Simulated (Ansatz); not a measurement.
Program: Ansatz 0.2.0.

CH$_{3}$ClMgO (`C[O][Mg][Cl]`) at its PBE0-D4/def2-TZVP geometry, where that method's forces vanish. Total charge 0; spin multiplicity 1.

| atom | x (Å) | y (Å) | z (Å) |
| --- | --- | --- | --- |
| C1 | 0.423 | -0.358 | -1.095 |
| O2 | -0.054 | 0.041 | 0.134 |
| Mg3 | -0.655 | 0.552 | 1.695 |
| Cl4 | -1.404 | 1.188 | 3.637 |
| H5 | 0.772 | -1.399 | -1.076 |
| H6 | -0.351 | -0.288 | -1.872 |
| H7 | 1.269 | 0.263 | -1.422 |

(1) For each bond, give half the difference of the two atoms' forces along it (eV/Å; positive pushes the atoms apart) under PBE-D4, r2SCAN-D4, B3LYP-D4, ωB97M-V in def2-TZVPP. (An estimate is asked.)

Answers

(1) The calculation gave: 
```tsv
bond	length (Å)	PBE-D4	r2SCAN-D4	B3LYP-D4	ωB97M-V
C1–O2	1.378	0.22	0.24	0.32	0.31
C1–H5	1.099	0.08	-0.05	-0.10	-0.14
C1–H6	1.099	0.08	-0.05	-0.10	-0.14
C1–H7	1.099	0.08	-0.05	-0.10	-0.14
O2–Mg3	1.749	-0.02	-0.07	-0.12	-0.06
Mg3–Cl4	2.176	-0.01	-0.01	0.03	-0.01
```

B3LYP here is the variant with VWN-RPA as its local correlation; programs differ in this.
